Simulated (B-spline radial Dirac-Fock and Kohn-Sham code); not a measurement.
## W³⁺: non-radiative channels of the M2 vacancy

System: tungsten as W³⁺, configuration [Xe] 4f14 5d3.

These are calculated numbers from a radial B-spline solver; the model is independent-particle rates on relativistic LDA orbitals of the hole state (multipoles up to L = 3, Coulomb Auger matrix elements, transition energies from Dirac-Fock). Kinetic energies are configuration averages from the vacuum level; the two-hole energies are estimated from single-hole states.

| transition | kinetic energy (eV) | width (meV) | share (%) |
| --- | --- | --- | --- |
| M2-M4N1 | 31.68 | 779 | 6.5 |
| M2-M5N1 | 94.16 | 126 | 1.1 |
| M2-M4N2 | 135.7 | 762 | 6.4 |
| M2-M3N6 | 191.8 | 414 | 3.5 |
| M2-M3N7 | 194.6 | 408 | 3.4 |
| M2-M5N2 | 197.5 | 851 | 7.1 |
| M2-M4N3 | 204.6 | 845 | 7.1 |
| M2-M4N4 | 376.1 | 300 | 2.5 |
| M2-M4N5 | 387.8 | 357 | 3.0 |
| M2-M4O1 | 565.9 | 135 | 1.1 |
| M2-M4N6 | 606.1 | 1990 | 16.7 |
| M2-M4N7 | 607.4 | 3060 | 25.7 |
| M2-M4O3 | 611.4 | 118 | 1.0 |
| M2-N2N3 | 1582.5 | 123 | 1.0 |
| M2-N2N4 | 1756.0 | 120 | 1.0 |
| M2-N2N5 | 1764.6 | 194 | 1.6 |

Coster-Kronig rates are the weakest part of this model and often come out 1.5 to 2.5 times too large. The listed channels hold 89 % of the non-radiative rate. Summed by principal shells, of 11.9 eV in all: MMN 85.2 %, MNN 8.2 %, MMO 5.4 %, MNO 1.1 %.
